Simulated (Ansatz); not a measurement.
One arrangement of a pair

The pair of N₂ (SMILES N#N, atoms 1–2) and SbH₃ (SMILES [SbH3], atoms 3–6), both closed shells, in one local arrangement (a lower one may exist), relaxed at PBE0-D4/def2-TZVP:

| atom | x (Å) | y (Å) | z (Å) |
| --- | --- | --- | --- |
| N1 | 0.4923 | 0.9196 | -2.1301 |
| N2 | 1.1691 | 0.9854 | -2.9812 |
| Sb3 | -1.0231 | -0.1540 | 1.0631 |
| H4 | -0.8486 | -0.9933 | 2.5415 |
| H5 | 0.4610 | 0.6559 | 1.2983 |
| H6 | -0.2507 | -1.4137 | 0.2082 |

Program: Ansatz 0.2.0. Basis: def2-TZVPPD, with def2-QZVPPD for the basis limit. Cores are frozen in the correlated methods. Filled d shells of the heavier atoms are correlated. Core potentials replace the inner electrons of the atoms past krypton. The def2 sets are not built for correlating such inner shells, so the correlated values are less sure here. B3LYP uses VWN-RPA correlation. Extrapolation: Hartree–Fock as exp(−7.88 √X), correlation as X^−2.97. Interaction energies count from these two fragments, frozen as in the pair, with the counterpoise correction; negative means bound.

Task: What is the interaction energy by CCSD(T) at an estimated basis limit (MP2 extrapolated from triple and quadruple zeta, plus CCSD(T) − MP2 in triple zeta)? (Judge from chemistry; the value comes from the calculation.)

Result: The calculation gives: -0.73 kcal/mol. Hartree–Fock alone gives 0.28 kcal/mol at the basis limit, so without correlation the pair would not bind at this distance. It counts from the two fragments frozen as in the pair.

The same quantity by other methods in triple zeta, and each one's difference from that estimate:
| method | E_int (kcal/mol) | difference |
| --- | --- | --- |
| PBE-D4 | -0.83 | -0.11 |
| revPBE-D4 | -0.44 | 0.29 |
| BLYP-D4 | -0.45 | 0.27 |
| r2SCAN-D4 | -0.53 | 0.20 |
| B97M-V | -0.82 | -0.10 |
| PBE0-D4 | -0.76 | -0.03 |
| B3LYP-D4 | -0.61 | 0.11 |
| HSE06-D4 | -0.77 | -0.04 |
| wB97X-V | -0.79 | -0.07 |
| wB97M-V | -0.75 | -0.02 |
| B2PLYP | -0.23 | 0.49 |
| HF | 0.29 | 1.01 |
| MP2 | -0.84 | -0.11 |
| CCSD | -0.48 | 0.25 |
| CCSD(T) | -0.62 | 0.10 |
Differences are method less estimate.

Task: Which atoms make the shortest contact between the fragments?

Result: N1 and H6, 3.39 Å apart.

Basis-set superposition shift (counterpoise-corrected less uncorrected): CCSD(T) 0.45; MP2 0.45; HF 0.02; PBE0-D4 0.04; wB97M-V 0.05 kcal/mol.

No T1 diagnostic of these runs exceeds 0.015.

For scale, one of the runs: CCSD(T)/def2-TZVPPD, 181 basis functions, launched by `ansatz run in.yaml --threads 2 --pin off --events-out ev --progress --plain --max-ram 5222MiB`. The run took 70 s on 2 CPU threads of an Arm Neoverse V1 (shared host), with 2 GiB of host memory at its peak.
